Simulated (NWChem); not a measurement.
Species: C2H4OSi; SMILES C#C[SiH2]O

```xyz
8

Si    -0.5113     0.6212    -0.0073
O      0.8295     1.6296    -0.0758
C     -0.0219    -1.1558    -0.0228
C      0.3205    -2.3366    -0.0175
H     -1.3121     0.9352    -1.2301
H     -1.3319     0.8408     1.2352
H      1.4932     1.4759     0.6191
H      0.6171    -3.3778    -0.0171
```
Atoms are numbered in this order, from 1.

All runs: NWChem. All runs use the structure optimised with PBE-D3(BJ)/def2-SVP. B3LYP is NWChem's, with the RPA form of VWN correlation. Lowest singlet excitation in solution, TDDFT at B3LYP/def2-SVP with SMD, three treatments of the solvent's response.

Question: Predict the results for solvent toluene. Quantities: ground-state reaction field (eV); corrected reaction field (eV); vertical excitation model (eV).

Answer: 
- ground-state reaction field (eV) = 5.77
- corrected reaction field (eV) = 5.71
- vertical excitation model (eV) = 5.69
